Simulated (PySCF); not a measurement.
C2Cl3, SMILES ClC(=[C]Cl)Cl, multiplicity 2. Atoms are numbered in the order given.

```xyz
5

Cl     0.3498     2.3309     0.0000
C      0.7647     0.7293     0.0000
C      0.1133    -0.4206     0.0000
Cl    -1.6134    -0.5187     0.0000
Cl     0.9537    -1.9211     0.0000
```
Charge 0, spin multiplicity 2.

Geometry optimised at PBE0-D3(BJ)/def2-SVP. The isomer is the one that the SMILES or the coordinates give; other isomers of the formula were not compared.

Calculation: PBE0/pcH-1 (PySCF).

Unrestricted Kohn–Sham, ⟨S²⟩ = 0.767. Hyperfine tensors hold the contact and dipolar terms, without spin-orbit corrections.

Computed hyperfine couplings:
```tsv
nucleus	A(iso) (MHz)	A(iso) (G)	dipolar principal values (MHz)
35Cl no. 1	24.5	8.7	-37.5, -22.9, 60.3
13C no. 2	483.6	172.6	-77.2, -45.0, 122.2
13C no. 3	46.7	16.7	-25.7, 2.5, 23.2
35Cl no. 4	7.0	2.5	-19.0, -12.8, 31.8
35Cl no. 5	5.3	1.9	-9.3, -2.6, 11.9
```

And the g tensor (effective nuclear charges for spin-orbit coupling, GIAO)? (Estimate from the structure and the level; the computed values follow.)

principal values 2.0007, 2.0027, 2.0059; isotropic 2.0031.
